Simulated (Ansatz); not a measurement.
Reaction (ligand exchange at the Al–C bond): `O/C=[C](\[AlH2])[SiH3]` + H₂Se → `[AlH2][SeH]` + `O/C=C/[SiH3]`

Computed with Ansatz on PBE0-D4/def2-TZVP structures; ΔE is electronic, products minus reactants. CCSD(T)/CBS adds triple-zeta CCSD(T) − MP2 to the extrapolated MP2 energy (def2 sets, frozen cores). Double bonds are as drawn, so ΔE can hold a change between cis and trans. For Se outer-core shells are correlated without core-valence functions, which leaves a few kJ/mol of doubt a bond. Scalar relativity is left out up to krypton. Each species was taken in one conformer, which may not be the lowest.

`O/C=[C](\[AlH2])[SiH3]`:

```xyz
12

O    -0.547   -1.994    1.305
C     0.168   -1.334    0.386
C     0.028   -0.050   -0.007
Al   -1.325    1.068    0.777
Si    1.189    0.559   -1.311
H    -1.220   -1.403    1.678
H     0.920   -2.008   -0.027
H    -1.546    2.578    0.368
H    -2.240    0.375    1.893
H     2.123   -0.531   -1.715
H     1.994    1.716   -0.827
H     0.455    1.024   -2.521
```

H₂Se:

Z-matrix (Å, degrees):
```
Se
H 1 1.467
H 1 1.467 2 91.2
```

`[AlH2][SeH]`:

Z-matrix (Å, degrees):
```
Al
Se 1 2.314
H 1 1.579 2 116.3
H 1 1.580 2 119.2 3 180.0
H 2 1.469 1 92.2 3 179.9
```

`O/C=C/[SiH3]`:

```xyz
10

O    -0.003   -1.376    2.081
C    -0.128   -0.392    1.171
C     0.177   -0.449   -0.127
Si   -0.059    1.002   -1.240
H     0.352   -2.162    1.652
H    -0.528    0.503    1.638
H     0.574   -1.383   -0.525
H     1.224    1.433   -1.861
H    -0.609    2.129   -0.438
H    -1.001    0.696   -2.351
```

```tsv
species	HF/def2-QZVPP energy (Eh)
`O/C=[C](\[AlH2])[SiH3]`	-685.59981
H₂Se	-2401.05204
`[AlH2][SeH]`	-2643.60327
`O/C=C/[SiH3]`	-443.09177
```

Question: Work out ΔE.

Answer: ΔE = (-2643.60327) + (-443.09177) − (-685.59981) − (-2401.05204) = -0.04319 Eh = -113.4 kJ/mol. CCSD(T)/CBS gives -100.5 kJ/mol.

Largest T1 diagnostic among the species: 0.014.

The D4 term adds +7.2 kJ/mol with B3LYP and +4.0 kJ/mol with PBE0; it sums over pairs of atoms, weighted by their polarisabilities, and B3LYP, whose exchange is more repulsive, gets the larger term. From PBE to PBE0 (25 % exact exchange), in def2-TZVPP and without D4, ΔE moves by −3.7 kJ/mol.

B3LYP here is the variant with VWN-RPA as its local correlation; programs differ in this.
